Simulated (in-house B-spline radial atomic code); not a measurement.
RPA and G0W0 on HSE06: In8+

Configuration [Kr] 4d5, highest spin, mean-field start HSE06. Computed with a B-spline radial code for spherical atoms: all electrons, non-relativistic, point nucleus, each spin shell either full or empty, empty states to l = 9 with an (l + 1/2)⁻⁴ tail; G0W0 by contour deformation at full frequency.

Without relativity these are model numbers: it shifts the levels of so heavy an element strongly and can reorder them.

Command:
```bash
python run_gw.py task.json out
```
Settings (radii: box in bohr, nucleus in fm):
```
Z                        49
electrons                41
configuration            [Kr] 4d5
hamiltonian              nr
method                   hse06
lmax                     9
spin_polarised           True
box_radius               7.7
intervals                50
```

Cost of the run: 4.9 s on 1 thread of Arm Neoverse N1, on a shared host.

Energies (hartree):

```csv
term,value
mean-field total,-5723.12554
Hartree-Fock functional on these orbitals,-5721.55832
direct second order,-3.4239
second-order exchange,0.97819
SOSEX correction,0.92432
```

(1) What is the RPA correlation energy, and what remains with SOSEX?

Quasi-particle levels (eV):

```json
{"level": "4d up", "occupied": "yes", "mean field": "-150.73", "Σx - vxc": "-8.70", "Σc": "?", "QP weight": "?", "G0W0": "?"}
{"level": "4p down", "occupied": "yes", "mean field": "-206.33", "Σx - vxc": "-8.45", "Σc": "-0.65", "QP weight": "0.964", "G0W0": "-215.43"}
{"level": "4d down", "occupied": "no", "mean field": "-139.55", "Σx - vxc": "11.07", "Σc": "-3.91", "QP weight": "0.971", "G0W0": "-132.40"}
```

G0W0 = mean field + (Σx - vxc) + Σc, with Σc (partial-wave tail included) taken at the quasi-particle energy. Only the outer levels were computed. Levels of low weight are left out.

(2) Where does G0W0 put 4d up?

Results:

(1) RPA gives -3.0927 hartree (-2.05 eV per electron); RPA + SOSEX gives -2.1684, and the second-order doubles -2.4457 hartree (no singles). RPA lacks exchange-type terms and so overcorrelates at short range.

(2) At -159.54 eV, with Σc = -0.11 eV and a quasi-particle weight of 0.971. The tabulated removal energy is 156 ± 2.2 eV (NIST, tabulated theory); the calculation leaves out relativity, Breit and QED terms, and what these don't explain is the method's own error.
